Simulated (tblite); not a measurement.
Species: C₄H₉Cl₃Si.
SMILES with atom numbers: `[Cl:1][CH2:2][CH2:3][CH2:4][SiH2:5][CH:6]([Cl:7])[Cl:8]` (hydrogens: H9, H10 on C2; H11, H12 on C3; H13, H14 on C4; H15, H16 on Si5; H17 on C6)

Computed with GFN2-xTB (tblite), gas phase: L-BFGS steps from a force-field or distance-geometry start until the largest atomic force falls under 0.01 eV/Å.

At the end of the run (lengths in Å): Si5–C6 1.927, Si5–H16 1.464, C3–C4 1.526, Si5–H15 1.465, Cl1–C2 1.786, C2–H10 1.090, C4–H13 1.093, C4–Si5–C6 107.3°, C3–C4–Si5 112.9°, Cl1–C2–C3 110.9°, C2–C3–C4 112.2°, Cl1–C2–C3–C4 65°, C2–C3–C4–Si5 180°, C3–C4–Si5–C6 -178°, H15–Si5–C4–C3 -62°.

Problem. These geometries were met on the way; a selection of coordinates is given. Order them by energy above the end point, lowest first.
A. Si5–C6 1.901, Si5–H16 1.471, C3–C4 1.535, Si5–H15 1.464, Cl1–C2 1.781, C2–H10 1.089, C4–H13 1.092, C4–Si5–C6 112.0°, C3–C4–Si5 113.3°, Cl1–C2–C3 112.0°, C2–C3–C4 113.0°, Cl1–C2–C3–C4 67°, C2–C3–C4–Si5 177°, C3–C4–Si5–C6 -178°, H15–Si5–C4–C3 -57°
B. Si5–C6 1.928, Si5–H16 1.464, C3–C4 1.527, Si5–H15 1.466, Cl1–C2 1.788, C2–H10 1.091, C4–H13 1.092, C4–Si5–C6 109.8°, C3–C4–Si5 111.1°, Cl1–C2–C3 111.1°, C2–C3–C4 113.0°, Cl1–C2–C3–C4 66°, C2–C3–C4–Si5 177°, C3–C4–Si5–C6 -178°, H15–Si5–C4–C3 -62°
C. Si5–C6 1.936, Si5–H16 1.459, C3–C4 1.526, Si5–H15 1.462, Cl1–C2 1.787, C2–H10 1.090, C4–H13 1.091, C4–Si5–C6 109.7°, C3–C4–Si5 110.9°, Cl1–C2–C3 111.5°, C2–C3–C4 113.2°, Cl1–C2–C3–C4 66°, C2–C3–C4–Si5 177°, C3–C4–Si5–C6 -178°, H15–Si5–C4–C3 -61°
D. Si5–C6 1.936, Si5–H16 1.451, C3–C4 1.525, Si5–H15 1.455, Cl1–C2 1.790, C2–H10 1.089, C4–H13 1.092, C4–Si5–C6 110.4°, C3–C4–Si5 111.8°, Cl1–C2–C3 111.7°, C2–C3–C4 113.2°, Cl1–C2–C3–C4 67°, C2–C3–C4–Si5 177°, C3–C4–Si5–C6 -178°, H15–Si5–C4–C3 -60°
E. Si5–C6 1.850, Si5–H16 1.494, C3–C4 1.553, Si5–H15 1.479, Cl1–C2 1.773, C2–H10 1.103, C4–H13 1.082, C4–Si5–C6 113.0°, C3–C4–Si5 114.0°, Cl1–C2–C3 112.4°, C2–C3–C4 112.2°, Cl1–C2–C3–C4 68°, C2–C3–C4–Si5 177°, C3–C4–Si5–C6 -178°, H15–Si5–C4–C3 -56°

Solution. B (0.007 eV), C (0.014 eV), D (0.030 eV), A (0.067 eV), E (0.158 eV).

| step | E above end (eV) | rms distance from the end, all atoms (Å) | largest force (eV/Å) | rms shift of all bonds from the end (Å) |
| --- | --- | --- | --- | --- |
| 12 | 0.007 | 0.075 | 0.050 | 0.001 |
| 5 | 0.014 | 0.082 | 0.206 | 0.004 |
| 3 | 0.030 | 0.085 | 0.364 | 0.005 |
| 1 | 0.067 | 0.088 | 0.982 | 0.008 |
| 0 | 0.158 | 0.091 | 2.477 | 0.023 |

Rows stand in the order of the answer.
